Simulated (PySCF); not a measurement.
Input of a run (PBE0-D3(BJ)/def2-SVP geometry optimisation, gas phase, def2 core potentials past Kr (PySCF 2.14.0)), started from GFN2-xTB:
```
{"job": {"xc": "PBE0", "basis": "def2-SVP", "d3": "d3bj", "grid": 1, "maxiter": 30, "shake": 0.01, "kind": "geom"}, "charge": 0, "multiplicity": 1}
B      1.101200     0.364190     0.632250
B      0.416190    -0.960140     0.156020
Bi    -1.841430    -0.355790    -0.261880
H      1.594370     1.164810    -0.119750
H      1.027650     0.765650     1.730320
H      0.647990    -2.077970    -0.028500
H     -1.436870    -0.313430    -1.994310
H     -1.453970     1.393550    -0.166620
```

Output (energies in Eh, forces in Eh/bohr):
```
step   0  E = -267.13632502  max force = 0.023920
step   1  E = -267.14040922  max force = 0.003103
step   2  E = -267.14066847  max force = 0.002621
step   3  E = -267.14085271  max force = 0.001106
step   4  E = -267.14087332  max force = 0.000428
step   5  E = -267.14087960  max force = 0.000434
optimisation converged
```

Question: Summarise the run.

Answer: The energy falls by 0.124 eV over 6 energy and gradient evaluations, the largest force component goes from 0.0239 to 4.3e-04 Eh/bohr, and the atoms move by 0.201 Å rms after alignment. Among the bonds, B1–H5 and B2–H6 change most and about equally (+0.043 Å). Bonds longer at the end by more than 0.005 Å: 7 of 7; shorter: 0. Among the angles that change most is B1–B2–Bi3, from 104.7° to 91.6°. The energy never rose by more than 1e-6 Eh on the way. The first step brought 90 % of the lowering.

Question: What are the final bond lengths?

Answer: B1–B2 1.602 Å, B2–Bi3 2.396 Å, B1–H4 1.211 Å, B1–H5 1.214 Å, B2–H6 1.200 Å, Bi3–H7 1.798 Å, Bi3–H8 1.808 Å. Numbering counts from 1 in the input's order; the species is `B[BH][BiH2]`.

The run used 79 basis functions and 42 SCF cycles in all.

Stationary, but not proved a minimum. The numbers are those of one conformer.
